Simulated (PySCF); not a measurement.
**Correlation energy of Al (aluminium, neutral)**

[Ne] 3s1 3p1 3d1, one real determinant (an excited configuration). All numbers are calculated (PySCF 2.14, the spin-free X2C one-electron Hamiltonian (Gaussian nucleus), in aug-cc-pCVTZ-DK with one added diffuse shell each of s, p, d, f type (9s8p6d4f, 91 functions)). Frozen: [Ne]; 3 electrons correlated.

```json
{"level": "CCSD", "correlation energy (mhartree)": "-13.31"}
{"level": "(T)", "correlation energy (mhartree)": "-2.07"}
{"level": "CCSD(T)", "correlation energy (mhartree)": "-15.38"}
```

Diagnostics: T1 = 0.085, D1 = 0.2056, largest double amplitude 0.273.

Question: Is a single reference adequate?

Answer: Not fully. The real determinant used has ⟨L²⟩ near 8 against 12 for a pure F term, so it mixes terms. The outer electron is Rydberg-like, and this basis confines it to a smaller radius and binds it less than a complete one would. T1 exceeds 0.03, a sign that the reference determinant is poor. A double-excitation amplitude exceeds 0.15, a sign of near-degeneracy.

The reference is one real determinant that mixes LS terms of this configuration.
